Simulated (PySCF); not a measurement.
Compound: C₅H₁₀FP.
Atom-mapped SMILES: `[CH3:1][C@@H:2]1[PH:3][CH2:4][CH2:5][C@H:6]1[F:7]` (hydrogens: H8, H9, H10 on C1; H11 on C2; H12 on P3; H13, H14 on C4; H15, H16 on C5; H17 on C6)

Level of theory: TDDFT wB97X-D/def2-SVPD, vertical, gas phase, core orbitals frozen in the response (PySCF 2.14.0, density-fitted response routines). One conformer (not necessarily the lowest) at the GFN2-xTB geometry, without solvent, vibrations or thermal averaging.

Computed states:

| state | E (eV) | f |
| --- | --- | --- |
| S1 | 6.62 | 0.084 |
| S2 | 6.80 | 0.045 |
| S3 | 7.66 | 0.167 |
| S4 | 7.95 | 0.0042 |
| S5 | 8.34 | 0.0053 |
| S6 | 8.44 | 0.060 |
| S7 | 8.50 | 0.0075 |
| S8 | 8.55 | 0.033 |

Broadening: Gaussians 0.25 eV wide at half height, area fixed by f = 4.319×10⁻⁹ ∫ε dν̃. The cross-section is σ = 3.8235×10⁻²¹ ε cm², given in Mb (10⁻¹⁸ cm²). The width is an assumption, not a result. The curve ends short of the highest state used, and states not computed would add to its high-energy end.

Q: What does the envelope look like, and where are its maxima?

A: 
```tsv
E (eV)	σ (Mb)
6.24	0.06
6.30	0.38
6.36	1.76
6.42	5.98
6.48	14.86
6.54	27.16
6.60	37.29
6.66	40.08
6.72	36.19
6.77	30.57
6.83	22.67
6.89	14.25
6.95	7.06
7.01	2.63
7.07	0.72
7.13	0.15
7.19	0.02
7.25	0.04
7.30	0.21
7.36	1.20
7.42	5.11
7.48	15.79
7.54	35.49
7.60	57.95
7.66	68.78
7.72	59.43
7.78	37.62
7.83	20.64
7.89	8.37
7.95	3.47
```

Maxima: 186 nm (6.65 eV), ε about 11000, made up of S1 (83%) and S2 (17%); 162 nm (7.66 eV), ε about 18000, made up of S3 (100%) (ε in L mol⁻¹ cm⁻¹; maxima over ε = 5, shares over 10%).

Q: Coming from long wavelengths, where does ε first pass 100 L mol⁻¹ cm⁻¹?

A: At about 197 nm (6.30 eV), 0.32 eV below S1.

Q: What would ε be at 7.66 eV, the highest of these maxima, with half the width (0.125 eV)?

A: About 35900 L mol⁻¹ cm⁻¹ against 18000, a factor of about 2.00; a lone state at its own centre would give exactly 2.

Q: On this curve, what absorbance would a 10⁻⁴ mol/L sample give at 193 nm over a 1 cm path?

A: 193 nm is 6.424 eV, where ε is about 1700 L mol⁻¹ cm⁻¹, so A = ε c l ≈ 0.17 (Beer–Lambert, with the gas-phase spectrum and the assumed width).
